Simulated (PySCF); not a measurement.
A structure optimised at PBE-D3(BJ)/def2-SVP, used in a PySCF frequency run:

```
B
O 1 1.3684
H 2 0.9733 1 111.35
N 1 1.4369 2 115.62 3 180.00
C 4 1.2054 1 174.25 2 180.00
O 5 1.1838 2 162.44 3 180.00
C 1 1.5819 2 124.34 3 0.00
H 7 1.1088 1 114.45 2 0.00
H 7 1.1106 8 108.00 1 123.01
H 7 1.1106 8 108.00 9 113.98
```
Charge 0, spin multiplicity 1.

### Question
Write its SMILES, formula and point group.

### Answer
CB(O)N=C=O, C2H4BNO2, Cs

### Question
What are its rotational constants (standard atomic weights)?

### Answer
8.4764, 1.8526, 1.5349 GHz
